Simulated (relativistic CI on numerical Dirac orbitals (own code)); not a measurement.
# Magnetism of Ce³⁺, 4f, in a crystal field

Calculated by Dirac-Coulomb-Breit CI, orbitals from a KLI potential per configuration, model QED, valence Slater integrals scaled by 0.8, one configuration in a parametric crystal field (own radial code).

Field parameters in Wybourne normalisation; cubic f-shell fields have B⁴₄ = √(5/14) B⁴₀ and B⁶₄ = −√(7/2) B⁶₀. The field is a parameter set, without covalency.

S is read from ⟨S²⟩ = S(S + 1).

Powder χT (cm³ K mol⁻¹) by Van Vleck's formula, with temperature-independent terms:

| Field | 2 K | 5 K | 10 K | 20 K | 50 K | 100 K | 200 K | 300 K |
| --- | --- | --- | --- | --- | --- | --- | --- | --- |
| C2v, B20 = -750, B22 = -170, B40 = -270, B42 = 120, B44 = -70, B60 = 20, B62 = 300, B64 = 430, B66 = -670 cm⁻¹ | 0.463 | 0.47 | 0.481 | 0.502 | 0.567 | 0.655 | 0.742 | 0.776 |
| C2v, B20 = 10, B22 = 50, B40 = -510, B42 = 60, B44 = -70, B60 = -260, B62 = 240, B64 = 280, B66 = -210 cm⁻¹ | 0.459 | 0.472 | 0.494 | 0.54 | 0.647 | 0.733 | 0.784 | 0.801 |
| D3h, B20 = -260, B40 = 70, B60 = -850, B66 = 90 cm⁻¹ | 0.431 | 0.471 | 0.536 | 0.633 | 0.73 | 0.77 | 0.794 | 0.805 |
| D3h, B20 = 1080, B40 = 20, B60 = 250, B66 = 730 cm⁻¹ | 0.518 | 0.521 | 0.525 | 0.534 | 0.562 | 0.607 | 0.684 | 0.734 |
| D4h, B20 = 1010, B40 = -200, B44 = 700, B60 = 380, B64 = 0 cm⁻¹ | 0.497 | 0.5 | 0.504 | 0.514 | 0.542 | 0.588 | 0.672 | 0.73 |
| Oh, B40 = 310, B60 = 230 cm⁻¹ | 0.22 | 0.249 | 0.298 | 0.394 | 0.623 | 0.747 | 0.793 | 0.806 |

Q: For D3h, B20 = -260, B40 = 70, B60 = -850, B66 = 90 cm⁻¹: what effective moment follows at 300 K?

A: μ_eff = √(8χT) = 2.54 μB. The LS value g√(J(J + 1)) of the free ion's 2F°_5/2 level is 2.54 μB.
